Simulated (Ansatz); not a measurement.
Molecule: sum formula BNH2, charge -1, multiplicity 2. 
Coordinates optimised at B3LYP-D3(BJ)/def2-TZVP (Ansatz, a program for electronic structure):
```xyz
4

B      0.6158     0.4249     0.0306
N     -0.4956    -0.3290    -0.0241
H      1.7714     0.0102     0.0435
H     -1.3813     0.1686    -0.0274
```
Charge -1, spin multiplicity 2.

Question: Give the harmonic wavenumbers at B3LYP-D3(BJ)/def2-TZVP (Ansatz, finite differences of forces, unscaled).

Answer: 776, 801, 991, 1436, 2285, 3452 cm⁻¹. Zero-point energy 13.9 kcal/mol.

Question: From these and the geometry, give the ideal-gas thermochemistry at 298.15 K and 1 atm (rigid rotor, harmonic oscillator).

Answer: Point group Cs, rotational symmetry number 1. Rotational constants 369.5, 34.21, 31.31 GHz. S(trans) 35.80, S(rot) 17.35, S(vib) 0.55, S(elec, spin only) 1.38, S 55.1 cal/(mol K). H(298) - H(0) 2.50 kcal/mol; G - E(el) 0.0 kcal/mol.
